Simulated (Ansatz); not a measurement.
`[OH][Ti]([OH])([OH])[SH]`. The species carries charge 0 and has multiplicity 1.

Z-matrix (Å, degrees):
```
Ti
O 1 1.788
O 1 1.784 2 111.0
O 1 1.793 2 111.7 3 -123.2
S 1 2.312 2 105.9 3 117.3
H 2 0.958 1 131.9 3 -14.6
H 3 0.957 1 135.1 2 109.2
H 4 0.958 1 131.0 2 130.7
H 5 1.346 1 92.0 2 157.6
```

Task: List the harmonic frequencies (cm⁻¹, unscaled) at PBE0-D4/def2-TZVP in Ansatz. (An estimate is asked.)

Result: Ansatz gave: 98, 145, 171, 183, 199, 214, 235, 271, 283, 375, 411, 433, 459, 535, 740, 791, 809, 2698, 3926, 3929, 3941.

Task: Is this a minimum?

Result: Yes, all 21 modes are real.

Task: Give the ideal-gas thermochemistry at 298.15 K and 1 bar (rigid rotor, harmonic oscillator; point group C1, symmetry number 1).

Result: Zero-point energy 124.7 kJ/mol; H(298) − E = 152.2 kJ/mol; entropy 389.7 J/(mol·K), of which translation 169.7, rotation 115.7, vibration 104.3; G(298) − E = 36.1 kJ/mol. Modes under 100 cm⁻¹ are hindered rotations or soft bends, so the harmonic entropy is rough.

Task: And at 400, 500, 600, 800 and 1000 K?

Result: 
| T (K) | H − E (kJ/mol) | S (J/mol/K) | G − E (kJ/mol) |
| --- | --- | --- | --- |
| 400 | 167.1 | 432.6 | -5.9 |
| 500 | 182.7 | 467.3 | -50.9 |
| 600 | 198.9 | 496.8 | -99.2 |
| 800 | 232.4 | 544.9 | -203.6 |
| 1000 | 267.0 | 583.5 | -316.5 |
